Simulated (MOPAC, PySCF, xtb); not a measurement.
Noncovalent pair: H2O (SMILES O) (first 3 atoms) with CH3Cl (SMILES CCl); geometry from B3LYP-D3(BJ)/def2-TZVP, rigid monomers moved along the line of their centres of mass till H2···Cl5 is 2.24 Å.
(charge 0, multiplicity 1):
```xyz
8

O      0.1454     0.2579     0.1124
H     -0.4369     0.4220     0.8662
H     -0.4169    -0.1374    -0.5612
C      0.8435    -0.8699     2.9115
Cl    -0.7767    -0.0850     3.0217
H      1.1523    -0.8379     1.8713
H      1.5268    -0.3100     3.5419
H      0.7416    -1.8915     3.2636
```

Counterpoise-corrected where a basis set is named; no monomer relaxation. Rows marked so take none.

Rows in 3-21G carry no dispersion term and start afresh at each structure. The state that PM6, PM7 reach isn't checked; PM7 holds dispersion and hydrogen-bond terms.

Run with MOPAC for PM6, PM7 (differences of heats of formation); PySCF for 3-21G rows; xtb for the GFN methods. Each number belongs to the level named beside it.

Task: One of these levels gives -7.6 kJ/mol for the interaction energy. Which one is it?
(A) PM7
(B) GFN1-xTB
(C) B3LYP/3-21G (no counterpoise)
(D) PM6

Result: D, PM6. The others give -6.1 (PM7), -12.7 (GFN1-xTB), -34.1 (B3LYP/3-21G (no counterpoise))
